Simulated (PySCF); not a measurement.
W(NH)(S)(OH)(SH) (H₃NOS₂W), SMILES [NH]=[W]([OH])(=[S])[SH], multiplicity 1. Heavy atoms are numbered as in [W:1](=[NH:2])(=[S:4])([OH:5])[SH:7]. Hydrogens are named by the atom that carries them.

The structure is a stationary point at PBE-D3(BJ)/def2-SVP. The spin state was assumed, not searched. The structure was generated by enumeration; whether it is a known compound was not checked. The def2 effective core potentials stand for the cores of W; spin–orbit coupling is left out. Other conformers were not sampled.

These are PySCF with PBE/def2-TZVP values and carry that method's errors.

ESP charges are fitted to the potential on shells at 1.4 to 2.0 van der Waals radii. Atomic charges (e), one atom of each kind:

```csv
atom,ESP fit,Mulliken
W1,0.48,0.96
N2 (NH),-0.46,-0.50
H on N2,0.33,0.25
S4,-0.24,-0.32
O5 (OH),-0.48,-0.55
H on O5,0.41,0.34
S7 (SH),-0.23,-0.36
H on S7,0.20,0.18
```
